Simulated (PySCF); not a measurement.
**Polarisability and C₆ of Al⁻ (aluminium, charge -1)**

[Ne] 3s2 3p2, high-spin 3P determinant. All numbers are calculated (PySCF 2.14, the spin-free X2C one-electron Hamiltonian (Gaussian nucleus), in aug-cc-pVTZ-DK). Coupled (time-dependent) response in atomic units; α is the mean over directions.

```csv
method,mean α (bohr³),"α xx, yy, zz",C₆ (like pair),S(−4)
UHF,292.6,"153.9, 361.9, 361.9",5504,62620
```

S(−4) is the Cauchy moment in α(ω) = α(0) + S(−4) ω² + …

α(iu) at UHF:

```csv
u (hartree),α(iu) (bohr³)
0,292.6
0.0500,204.3
0.100,126.1
0.200,58.38
0.300,32.51
0.500,13.93
0.750,6.724
1.00,3.954
1.50,1.867
2.00,1.103
3.00,0.5300
5.00,0.2107
```

A single London oscillator, α(iu) = α/(1 + u²/ω²), gives C₆ = (3/4) ω α². Matching the computed C₆ needs ω = 4 × 5504 / (3 × 292.6²) = 0.0857 hartree.

For an ion, C₆ is the dispersion term alone; charge-induced terms of lower order in 1/R come first.

The components differ because the open shell of this determinant is not spherical; for a pure term their mean is the scalar polarisability.
